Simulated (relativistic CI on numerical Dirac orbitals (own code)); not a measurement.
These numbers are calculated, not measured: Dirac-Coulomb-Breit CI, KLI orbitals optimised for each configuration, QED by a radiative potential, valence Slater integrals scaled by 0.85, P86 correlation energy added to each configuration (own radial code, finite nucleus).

CI space (outside the closed core [Ar] 3d10): 4s2.4p6.4d, 4s2.4p6.5s, 4s2.4p6.4f, 4s2.4p6.5p, 4s2.4p5.4d2, 4s2.4p6.5d, 4s2.4p6.6s, 4s2.4p6.6p, 4s2.4p6.5f, 4s2.4p6.6d, 4s2.4p6.7s, 4s2.4p6.5g, 4s2.4p6.7p, 4s2.4p5.4d.4f, 4s2.4p6.6f, 4s.4p6.4d2, 4s2.4p6.8s, 4s2.4p5.4d.5s, 4s2.4p5.4d.5p, 4s.4p6.4d.4f. Double excitations out of closed p, d and f shells are left out; levels of such configurations are missing from the list, as are those of other unlisted configurations, and high levels can miss mixing partners.

At this charge configurations can still be misplaced by up to about 7 % of their energy. 7 of the 7 excited levels that our extract of the measured tables holds in this range could be paired (the sources list more); they are missed by 3060 cm⁻¹ on average and 4489 at most, and levels without a partner can miss by more.

Outline of the computed level scheme of Nb V. Lowest level of each configuration: 4s2.4p6.4d 2D_3/2 at 0.0000 eV; 4s2.4p6.5s 2S_1/2 at 9.8481 eV; 4s2.4p6.5p 2P°_1/2 at 16.5748 eV; 4s2.4p6.5d 2D_3/2 at 26.5984 eV; 4s2.4p6.4f 2F°_5/2 at 27.8170 eV; 4s2.4p6.6s 2S_1/2 at 28.7372 eV; 4s2.4p6.6p 2P°_1/2 at 31.4555 eV; 4s2.4p5.4d2 4D°_1/2 at 32.3132 eV; 4s2.4p6.6d 2D_3/2 at 35.9968 eV.

Some strong electric-dipole decays among the lowest 43 levels: 4s2.4p6.4f 2F°_7/2 → 4s2.4p6.4d 2D_5/2 (9.6e+09 s⁻¹); 4s2.4p6.4f 2F°_5/2 → 4s2.4p6.4d 2D_3/2 (8.5e+09 s⁻¹); 4s2.4p6.5p 2P°_1/2 → 4s2.4p6.4d 2D_3/2 (3.5e+09 s⁻¹); 4s2.4p6.5p 2P°_3/2 → 4s2.4p6.4d 2D_5/2 (3.3e+09 s⁻¹); 4s2.4p6.5d 2D_5/2 → 4s2.4p6.5p 2P°_3/2 (3.0e+09 s⁻¹); 4s2.4p6.5d 2D_3/2 → 4s2.4p6.5p 2P°_1/2 (2.7e+09 s⁻¹); 4s2.4p6.6s 2S_1/2 → 4s2.4p6.5p 2P°_3/2 (2.4e+09 s⁻¹); 4s2.4p5.4d2 2F°_7/2 → 4s2.4p6.4d 2D_5/2 (1.7e+09 s⁻¹).

LS names give the leading component of a level, which can be under half, so a name can repeat, a term be missing and a line seem to break the LS rules.
